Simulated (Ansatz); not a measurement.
A run for Ansatz (a first-principles code): U-CCSD(T)/def2-TZVPP on As2+, 2S+1 = 4, a spin state set in the input, which need not be the lowest, a point of a bond scan (R = 2.448 Å). Charge +1.

Ansatz 0.2 input:
```yaml
crystal:
  periodic: [false, false, false]
  atoms:
    - {symbol: As, position_ang: [0.00000000, 0.00000000, 0.00000000]}
    - {symbol: As, position_ang: [0.00000000, 0.00000000, 2.44773300]}
basis:
  gaussian:
    orbitals: def2-TZVPP
    pivot_positions_ang: [[0.00000000, 0.00000000, 0.00000000], [0.00000000, 0.00000000, 2.44773300]]
total_charge: 1
magnetization: {spin_polarized: true, initial_magnetization: 3}
correlation: {method: ccsd_t, electrons: valence}
output: {orbitals: {seedname: ./end}}
```

It printed:

```
WARN ansatz: RAYON_NUM_THREADS=1 ignored (pool sized by the plan → 1); use --threads N
Functional definition: HF
integrals: 0.15 GiB planned
660 factors; integrals over basis functions are off by at most 2.8e-4 eV
mean field: 0.47 GiB planned
mean field evaluation 1: about -121582.1416 eV, gradient 7.6e0 eV
mean field evaluation 2: about -121582.2467 eV, gradient 7.6e0 eV
mean field evaluation 4: about -121582.7027 eV, gradient 1.5e0 eV
mean field evaluation 8: about -121582.7336 eV, gradient 1.3e-4 eV
mean field evaluation 16: about -121582.5769 eV, gradient 1.5e0 eV
mean field evaluation 32: about -121582.2086 eV, gradient 4.1e0 eV
mean field evaluation 64: about -121582.7257 eV, gradient 1.9e-1 eV
mean field evaluation 96: about -121582.7336 eV, gradient 5.6e-4 eV
mean field evaluation 128: about -121581.5416 eV, gradient 7.8e-2 eV
mean field evaluation 160: about -121580.7949 eV, gradient 2.1e-3 eV
mean field evaluation 192: about -121582.7046 eV, gradient 1.5e0 eV
mean field evaluation 224: about -121581.3008 eV, gradient 4.5e0 eV
mean field evaluation 256: about -121580.7949 eV, gradient 7.7e-4 eV
mean field evaluation 288: about -121579.9351 eV, gradient 6.2e-4 eV
mean field -121582.73364524 eV, -4468.0830497257 hartree, gradient 3.8e-6 eV, S^2 3.777390; 12 other end points of the search recorded, 0 dependent functions left out
determinant -121582.73364524 eV, -4468.0830497257 hartree, with singles and doubles -121594.34681352 eV, -4468.5098257883 hartree
determinant -121581.55495009 eV, -4468.0397334779 hartree, with singles and doubles -121592.39094512 eV, -4468.4379489504 hartree
determinant -121581.54179793 eV, -4468.0392501451 hartree, with singles and doubles -121593.64754053 eV, -4468.4841279798 hartree
determinant -121580.79485280 eV, -4468.0118004178 hartree, with singles and doubles -121592.94277501 eV, -4468.4582283248 hartree
determinant -121579.93509073 eV, -4467.9802047445 hartree, with singles and doubles -121591.88715644 eV, -4468.4194350580 hartree
18 core orbitals not correlated
reference -121582.73364524 eV, -4468.0830497257 hartree; 16, 13 occupied and 62, 65 virtual orbitals, 660 factors
second order -11.23075385 eV of doubles, -0.00000000 eV of singles
coupled cluster: 0.45 GiB planned
cycle   1  -11.61256636 eV  change    6.0e-4 eV  update   5.6e-4
cycle   2  -11.61289993 eV  change   -3.3e-4 eV  update   3.8e-4
cycle   3  -11.61269024 eV  change    2.1e-4 eV  update   1.5e-4
cycle   4  -11.61268479 eV  change    5.4e-6 eV  update   4.5e-5
cycle   5  -11.61277064 eV  change   -8.6e-5 eV  update   9.2e-6
cycle   6  -11.61277272 eV  change   -2.1e-6 eV  update   3.4e-6
perturbative correction -0.47555466 eV, -0.0174763116 hartree
Total energy: -121594.82197262 eV, -4468.5272875632 hartree
```

The run converged.

Cost: around 40 core-seconds (rough).
